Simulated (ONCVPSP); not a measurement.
## Transferability test, ONCV potential for germanium

ONCVPSP 4.0.1 input, shortened (lines: element, Z, core and valence counts, functional; n l f; lmax; l rc ep ncon nbas qcut; lloc lpopt rc5 dvloc0; l nproj debl; icmod fcfact rcfact), PBE, scalar-relativistic:

```
  Ge 32.00    3    5        4      upf
    1    0    2.00
    2    0    2.00
    2    1    6.00
    3    0    2.00
    3    1    6.00
    3    2   10.00
    4    0    2.00
    4    1    2.00
    2
    0    1.25    0.00    4    7   12.40
    1    1.10    0.00    4    7   15.40
    2    0.70    0.00    5   10   22.80
    4    2    0.65   -1.00
    0    2    3.90
    1    2    1.20
    2    2    2.80
    3    4.00    1.80
```

Energies are relative to the spin-unpolarised reference configuration 3s2 3p6 3d10 4s2 4p2; without spin polarisation the order of configurations can differ from experiment.

```
valence configuration  charge  ΔE all-electron (eV)  error AE − PS (meV)
 3s2 3p6 3d10 4s2 4p0      +2                22.883                 -1.4
 3s2 3p6 3d10 4s1 4p0      +3                57.675                 -4.0
```

Question: What are ΔE and the potential's error for 3s2 3p6 3d10 4s2 4p1?

Answer: ΔE = 7.444 eV all-electron; the error (AE − PS) is -0.4 meV.

Question: What are ΔE and the potential's error for 3s2 3p6 3d10 4s2 4p1.5?

Answer: ΔE = 2.802 eV all-electron; the error (AE − PS) is -0.1 meV.

Levels in the configuration 3s2 3p6 3d10 4s2 4p0:

| level | all-electron (eV) | pseudo (eV) |
| --- | --- | --- |
| 3s | -188.443 | -188.433 |
| 3p | -135.573 | -135.565 |
| 3d | -49.194 | -49.195 |
| 4s | -29.250 | -29.249 |
